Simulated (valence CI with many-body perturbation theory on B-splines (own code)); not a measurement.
# Level structure of Ar XIII

Computed by relativistic CI+MBPT: four valence electrons over a frozen Dirac-Fock core [He], a basis of 11 s, 11 p, 10 d, 8 f, 5 g, 2 h functions for each j, with the one-electron correlation potential Σ1, the two-electron term Σ2, the three-electron term Σ3, Breit, model QED; selected CI, second order for the rest, scaled by the run's own slope (own B-spline code, finite nucleus).

No measured levels were compared; by estimate levels of excited configurations hold to 0.05 to 0.15 % of their energy, terms of the ground configuration to about 0.5 %. Among the levels kept, up to 890 cm⁻¹ of a level comes from second order outside the variational space, and about a tenth of that is noise between levels of different J, which matters for small intervals.

Levels 1 to 45 of 179, with energies above the lowest level, 2s2.2p2 3P_0. "Leading %" is the weight of the configuration and term that name the level; weights of strongly mixed levels are sums over their largest components and can fall short. Lifetimes count E1, E2, E3, M1 and M2 decay at the calculated energies, and are blank where another channel may lead or the interval is too uncertain; long ones can be off by a factor of two.

```csv
No.,Configuration,Term,J,E (× 10³ cm⁻¹),Leading %,Lifetime,g
1,2s2.2p2,3P,0,0.00,97,,
2,2s2.2p2,3P,1,9.85,98,58.9 ms,1.500
3,2s2.2p2,3P,2,21.84,96,44.0 ms,1.486
4,2s2.2p2,1D,2,85.21,96,2.35 ms,1.012
5,2s2.2p2,1S,0,162.48,94,317 μs,
6,2s.2p3,5S°,2,227.26,100,477 ns,1.999
7,2s.2p3,3D°,2,422.76,97,256 ps,1.175
8,2s.2p3,3D°,1,423.31,98,240 ps,0.516
9,2s.2p3,3D°,3,424.04,100,284 ps,1.332
10,2s.2p3,3P°,0,495.66,100,103 ps,
11,2s.2p3,3P°,1,496.01,98,104 ps,1.484
12,2s.2p3,3P°,2,497.22,96,109 ps,1.488
13,2s.2p3,1D°,2,626.24,99,36.7 ps,1.002
14,2s.2p3,3S°,1,629.01,96,18.6 ps,1.970
15,2s.2p3,1P°,1,699.26,97,23.1 ps,1.026
16,2p4,3P,2,955.50,96,31.5 ps,1.490
17,2p4,3P,1,971.23,98,30.3 ps,1.500
18,2p4,3P,0,975.98,97,30.1 ps,
19,2p4,1D,2,1026.3,96,54.3 ps,1.008
20,2p4,1S,0,1163.2,94,25.6 ps,
21,2s2.2p.3s,3P°,0,3136.8,96,2.51 ps,
22,2s2.2p.3s,3P°,1,3140.7,86,2.33 ps,1.448
23,2s2.2p.3s,3P°,2,3159.2,95,2.46 ps,1.500
24,2s2.2p.3s,1P°,1,3175.5,86,1.55 ps,1.050
25,2s2.2p.3p,1P,1,3245.2,50,97.2 ps,0.796
26,2s2.2p.3p,3D,1,3260.2,49,68.6 ps,0.840
27,2s2.2p.3p,3D,2,3261.9,92,83.7 ps,1.171
28,2s2.2p.3p,3D,3,3277.4,95,89.8 ps,1.333
29,2s2.2p.3p,3P,0,3282.0,87,15.7 ps,
30,2s2.2p.3p,3S,1,3282.4,57,26.5 ps,1.716
31,2s2.2p.3p,3P,1,3293.2,61,18.3 ps,1.646
32,2s2.2p.3p,3P,2,3297.5,84,16.3 ps,1.477
33,2s2.2p.3p,1D,2,3330.7,92,51.9 ps,1.016
34,2s.2p2.3s,5P,1,3370.3,98,3.26 ps,2.497
35,2s2.2p.3p,1S,0,3371.4,94,19.9 ps,
36,2s.2p2.3s,5P,2,3378.4,99,3.21 ps,1.832
37,2s2.2p.3d,3F°,2,3380.9,72,2.48 ps,0.752
38,2s.2p2.3s,5P,3,3388.7,99,3.13 ps,1.665
39,2s2.2p.3d,3F°,3,3391.0,90,3.69 ps,1.093
40,2s2.2p.3d,1D°,2,3395.5,62,685 fs,0.984
41,2s2.2p.3d,3F°,4,3404.1,96,1.23 ns,1.250
42,2s2.2p.3d,3D°,1,3412.7,79,255 fs,0.655
43,2s2.2p.3d,3D°,2,3417.2,55,313 fs,1.217
44,2s2.2p.3d,3D°,3,3425.7,90,252 fs,1.316
45,2s2.2p.3d,3P°,2,3431.9,62,341 fs,1.377
```

Names give the largest LS component (configuration and term), which can be under half, so a name can repeat, a term be missing and a line seem to break the LS rules; names also repeat where a configuration has a term twice.

The ionisation energy to 2s2.2p 2P°_1/2 of the next ion comes out as 685.9 eV (NIST: 685.5 ± 0.3 eV (semi-empirical)). All 179 levels together are meant to be complete up to 4093.1 × 10³ cm⁻¹.
